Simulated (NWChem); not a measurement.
Species: CH₃ClHfS; SMILES [CH3][Hf](=[S])[Cl]

Computed with NWChem. Coordinates come from a PBE-D3(BJ)/def2-SVP optimisation. def2 effective core potentials on Hf; no spin-orbit coupling. Total energies of different functionals are on different scales.

```tsv
level	energy (Ha)	highest occupied level (eV)	orbital gap (eV)	dipole (D)
B3LYP/def2-SVP	-946.1687	-6.67	3.38	5.62
PBE/def2-SVP	-945.7275	-5.86	2.20	5.34
MPW1K/def2-SVP	-946.1422	-7.77	5.22	6.24
B97-2/def2-SVP	-946.2215	-6.73	3.74	5.85
CAM-B3LYP/def2-SVP	-946.0611	-8.11	5.84	5.94
Hartree-Fock/def2-SVP	-943.9112	-9.29	8.34	7.07
TPSSh/def2-SVP	-946.1576	?	?	5.84
BHandHLYP/def2-SVP	-945.9796	-7.83	5.34	6.18
```

Question: Complete the blanks.

Answer: 
- TPSSh/def2-SVP, highest occupied level (eV): -6.39
- TPSSh/def2-SVP, orbital gap (eV): 3.11
